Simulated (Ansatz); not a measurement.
Input file for Ansatz (a program for electronic structure): U-CAM-B3LYP/def2-TZVPP on InP, 2S+1 = 3, a spin state set in the input, which need not be the lowest, a point of a bond scan (R = 2.654 Å). Elements past Kr take the def2 small-core potentials; no spin–orbit coupling.

Ansatz 0.2 input:
```yaml
crystal:
  periodic: [false, false, false]
  atoms:
    - {symbol: P, position_ang: [0.00000000, 0.00000000, 0.00000000]}
    - {symbol: In, position_ang: [0.00000000, 0.00000000, 2.65444300]}
basis:
  gaussian:
    orbitals: def2-TZVPP
    pivot_positions_ang: [[0.00000000, 0.00000000, 0.00000000], [0.00000000, 0.00000000, 2.65444300]]
hamiltonian:
  xc: {name: CAM-B3LYP}
magnetization: {spin_polarized: true, initial_magnetization: 2}
output: {forces: true, orbitals: {seedname: ./end}}
```

The log:

```
WARN ansatz: RAYON_NUM_THREADS=2 ignored (pool sized by the plan → 2); use --threads N
Functional definition: CAM-B3LYP
integrals: 0.03 GiB planned
762 factors; their error is unknown
integrals: 0.06 GiB planned
207 factors; integrals over basis functions are off by at most 3.2e-5 eV
mean field: 0.45 GiB planned
mean field evaluation 1: about -14458.8119 eV, gradient 1.4e1 eV
mean field evaluation 2: about -14456.2607 eV, gradient 2.4e1 eV
mean field evaluation 4: about -14460.6014 eV, gradient 6.4e-1 eV
mean field evaluation 8: about -14460.6473 eV, gradient 4.5e-2 eV
mean field evaluation 16: about -14460.6474 eV, gradient 4.5e-4 eV
mean field evaluation 32: about -14461.0349 eV, gradient 2.2e-5 eV
mean field -14461.03493206 eV, -531.4332317115 hartree, gradient 7.2e-7 eV, S^2 2.006693; 2 other end points of the search recorded, 0 dependent functions left out
the calculation of the forces begins
reference -14461.03502222 eV, -531.4332350249 hartree; 19, 17 occupied and 73, 75 virtual orbitals, 762 factors
Total energy: -14461.03502222 eV, -531.4332350249 hartree
Atom 0 at     0.000000     0.000000     0.000000 Å, force    -0.000000     0.000000     0.118972 eV/Å
Atom 1 at     0.000000     0.000000     2.654443 Å, force     0.000000    -0.000000    -0.118972 eV/Å
Dipole moment:     0.000000     0.000000     0.477445 e Å
```

The calculation finished and met its thresholds.

Cost: around 8 core-seconds (rough).
